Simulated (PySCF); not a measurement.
HOZn (SMILES [OH][Zn+]), charge +1, singlet, geometry from GFN2-xTB (such geometries of metal compounds can be far from the true shape).

Input for PySCF:
```python
from pyscf import gto, scf, dft

mol = gto.M(
    atom='''
Zn   -0.27093353   -0.14930649   -0.25641287
O     0.88638751    0.38915537    0.84414032
H     1.03690579    1.36595177    0.93926352
''',
    basis='6-31g**',
    charge=1,
    verbose=3,
)

mf = dft.RKS(mol)
mf.xc = 'blyp'
mf.kernel()
```

**Question.** What does this run give for the number of basis functions, HOMO-LUMO gap, nuclear repulsion energy, HOMO energy, total energy, Mulliken (on the basis functions themselves) charges in atom order?

**Answer.** 
| Item | Result |
|---|---|
| number of basis functions | 53 |
| HOMO-LUMO gap | 1.65 eV |
| nuclear repulsion energy | 86.4275 Eh |
| HOMO energy | -13.24 eV |
| total energy | -1854.615956 Ha |
| Mulliken (on the basis functions themselves) charges in atom order | Zn1 1.13, O2 -0.52, H3 0.38 |
